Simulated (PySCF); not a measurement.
# Diatomic cations of In with the fourth-period p block

HF with double-zeta basis sets in PySCF, for the lowest determinant that a PBE0 search found; no spin–orbit coupling. De refers to high-spin ground-configuration atoms (the charge goes to the atom of lower measured ionisation energy or higher electron affinity, which is not always the lowest computed limit). A positive dipole points towards In; it is taken about the centre of mass and depends on that origin.

```csv
M,basis,reference,charged atom,state (unpaired electrons),Re (Å),ωe (cm⁻¹),De (eV),μ (D)
Ga,cc-pVDZ-PP,UHF,In+,doublet (σ ↑),3.500,80.2,0.94,-1.36
Ge,cc-pVDZ-PP,UHF,In+,"triplet (σ ↑, π ↑)",3.356,71.7,0.42,1.83
Se,def2-SVP,UHF,In+,triplet (π ↑↑),3.439,71.4,0.40,3.75
```

The shortest bond is that of InGe⁺ (3.356 Å), the longest that of InGa⁺ (3.500 Å).

The rows differ in basis set, which adds steps of its own.

The state changes along the series, so neighbouring rows are not always alike in their bonding.

These are scalar-relativistic numbers at best; spin–orbit coupling would shift them, the dissociation energy most. For an ion De counts to the pair picked by the measured ionisation energies or electron affinities, which need not be the lowest pair at this level. Hartree–Fock leaves out correlation, which carries a large part of most bond energies and some tenths to 1 eV of ionisation energies. States were picked by a PBE0 search and need not be the measured ground states.
